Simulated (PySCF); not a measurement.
C2H9BO, singlet at its PBE0/def2-SVP optimised geometry (Å):

```
13

B      0.2795     0.0089     0.0000
H      1.5048     0.0089     0.0000
C     -0.3947    -1.1279    -0.9120
H      0.0324    -2.1382    -0.7746
H     -0.2233    -0.8752    -1.9728
H     -1.4921    -1.2049    -0.7924
C     -0.4084     1.4511     0.0000
H     -0.2465     1.9214    -0.9852
H      0.0162     2.1382     0.7500
H     -1.5048     1.4213     0.1455
O      0.0083    -0.5528     1.6319
H      0.3613    -1.4521     1.6740
H     -0.9494    -0.6417     1.7415
```

Calculation: PySCF with PBE0/def2-TZVP. Cells within 0.4 Å of a nucleus heavier than hydrogen are left out (blank, or x).

Map of the electrostatic potential (hartree/e), clipped to [-0.08, 0.12] on the plane z = 0.0 Å:

```
|222222221111111111111222222|
|222222211111111111111112222|
|222222111111111111111111222|
|222222111111111111111111122|
|222222111100111111111111112|
|222222111111221111111111111|
|222222222237974110011111111|
|222222246899999310001111111|
|22222249999xx99410000111111|
|22222349999xx99510000011111|
|222223489999999720000001111|
|222223345699999985310001111|
|22222233224999x999961001111|
|2233333222499xx999991001111|
|23333333334999x999951011111|
|333333344459999985310011111|
|333333445669999731101111112|
|333333445569985321111111122|
|333333344446764322211122222|
|333333333334565432222222222|
|333333333223465433222222222|
|333333333233454433322222222|
|333333333333344333332222222|
|333333333333333333332222222|
|233333333333333333332222222|
|223333333333333333332222222|
|222333333333333333332222222|
```
Scale: ten equal steps from -0.043 (start of '0') to 0.120 (end of '9'), in the order '0123456789'; x runs from -4.50 to 4.50, y from -4.50 (bottom) to 4.50 (top).
